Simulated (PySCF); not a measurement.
## C₆ coefficients of unlike pairs at wB97X

Calculated with PySCF 2.14 from the dipole response of each species, C₆(A,B) = (3/π) ∫ α_A(iu) α_B(iu) du, in atomic units, from isotropic polarisabilities. For ions this is the dispersion term alone; charge-induced terms of lower order in 1/R come first.

| species | configuration | basis | relativity | α (bohr³) | C₆ (like pair) |
| --- | --- | --- | --- | --- | --- |
| Ar | [Ar] (1S) | aug-cc-pVTZ-DK (6s5p3d2f) | spin-free X2C | 11.15 | 65.88 |
| Sc | [Ar] 3d1 4s2 (2D) | aug-cc-pVDZ-DK (7s6p4d2f) | spin-free X2C | 121.2 | 1505 |
| Co | [Ar] 3d7 4s2 (4F) | x2c-TZVPPall with one added diffuse shell each of s, p, d, f type (7s6p5d3f1g) | spin-free X2C | 52.65 | 440.1 |
| O³⁺ | [He] 2s2 2p1 (2P) | aug-cc-pCVQZ-DK (9s8p6d4f2g) | spin-free X2C | 1.384 | 1.309 |

Estimate C₆ for Sc with Ar.

The integral gives 241.5. The combination rule 2 C_A C_B / (C_A α_B/α_A + C_B α_A/α_B) gives 232.0 and the geometric mean 314.9.

No spin-orbit coupling is included.

The other pairs:

```
   pair     C₆
O³⁺, Co  19.71
 Co, Ar  149.1
O³⁺, Ar  9.151
 Co, Sc  794.8
O³⁺, Sc  31.28
```
